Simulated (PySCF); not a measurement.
# Bromine: a sound run and one with changed settings

Sound run: Br²⁺ [Ar] 3d10 4s2 4p3, Br³⁺ [Ar] 3d10 4s2 4p2. Calculation: PySCF 2.14, in cc-pVDZ-DK; scalar relativity by spin-free X2C-1e. In the sound run the correlated levels freeze [Ar] 3d10. The sound run starts from symmetry-adapted Hartree-Fock orbitals and uses a fine grid where one is needed.

Changed run: a valence shell is frozen. This setting is unsound on purpose.

```tsv
species	method	sound run (hartree)	changed run (hartree)	converged
Br²⁺	MP2	-2603.21561	-2603.17280	yes
Br²⁺	CCSD(T)	-2603.23065	-2603.17712	yes
Br³⁺	MP2	-2601.93100	-2601.89187	yes
Br³⁺	CCSD(T)	-2601.94780	-2601.89353	yes
```

Ionisation energy of Br²⁺:

| method | sound run (eV) | changed run (eV) |
| --- | --- | --- |
| UHF | 34.610 | 34.610 |
| MP2 | 34.956 | 34.856 |
| SCS-MP2 | 34.835 | 34.692 |
| CCSD | 34.906 | 34.928 |
| CCSD(T) | 34.908 | 34.928 |

Freezing a valence shell removes pair correlation that changes on ionisation.

For comparison, NIST gives 34.871 ± 0.019 eV between the lowest levels.
